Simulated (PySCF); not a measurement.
All numbers come from PBE0/[Sb def2-TZVP with ECP28, S def2-TZVP, H def2-TZVP], scalar-relativistic core potentials, density fitting, no spin–orbit coupling, PySCF. Open shells, if any, are unrestricted.

Problem. What shape and geometry does isolated singlet HSbS take (every ligand bound to Sb)?

Solution. Counting electrons, antimony keeps 2 of its valence electrons outside its bonds, so the VSEPR class is AX2E1 and the expected shape is bent; with unlike ligands the computed point group is Cs. The lowest minimum found is a singlet of Cs symmetry with Sb–H 1.737 Å, Sb–S 2.220 Å; H–Sb–S 99.9°. Its harmonic wavenumbers are 490 (a'), 668 (a'), 1848 (a') cm⁻¹ and its dipole moment is 2.77 D.

Other isomers or separated fragments may lie lower.
